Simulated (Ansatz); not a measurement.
The same path of C$_{2}$H$_{8}$Sn (11 atoms, charge 0, multiplicity 1) was run 3 times with different band settings. Lost on the way: Sn1–H2, Sn1–H3. Made: H2–H3.

All numbers below come from RKS BLYP/def2-SVP (Ansatz).

Relaxed end points:

```xyz
11
Properties=species:S:1:pos:R:3
Sn 0.215 -0.770 -0.256
H -0.721 -2.222 -0.015
H 1.672 -1.194 -1.116
C 0.742 0.091 1.698
C -0.951 0.662 -1.449
H 1.255 -0.670 2.317
H 1.415 0.958 1.559
H -0.175 0.425 2.221
H -1.824 1.013 -0.866
H -0.321 1.532 -1.715
H -1.307 0.175 -2.377
```

```xyz
11
Properties=species:S:1:pos:R:3
Sn -0.975 -0.926 0.346
H 1.038 -2.374 -0.968
H 1.461 -1.745 -1.099
C 0.497 0.181 1.659
C -1.030 0.700 -1.225
H 1.011 -0.498 2.368
H 1.247 0.753 1.076
H -0.095 0.910 2.257
H -1.573 1.564 -0.782
H -0.012 1.050 -1.493
H -1.569 0.384 -2.140
```

Common settings: movable images 5; spring 5.0 eV/Å²; start path through a guess of the saddle point; force threshold 0.05 eV/Å; iteration limit 60; end points relaxed.

| run | climbing image | optimiser | largest step |
| --- | --- | --- | --- |
| 1 | yes | quadratic models (default) | default |
| 2 | from the first iteration | fire | default |
| 3 | yes | fire | 0.5 Å |

Task: What does each run give, and how far can it be trusted?

Result: Run 1: converged after 13 iterations, highest image 1.958 eV above the first end. Neighbouring images differ by up to 1.3 eV, so the band resolves the path poorly. A vibrational analysis at the climbing image gives one clearly imaginary mode, 1162i cm⁻¹: a first-order saddle point.
Run 2: converged after 38 iterations, highest image 1.975 eV above the first end. Neighbouring images differ by up to 1.5 eV, so the band resolves the path poorly. The order of the stationary point at the top wasn't checked.
Run 3: converged after 45 iterations, highest image 1.976 eV above the first end. Neighbouring images differ by up to 1.5 eV, so the band resolves the path poorly. The order of the stationary point at the top wasn't checked.
The orbitals stay closed-shell, which can raise the energy where a bond breaks towards radicals; this wasn't checked here.
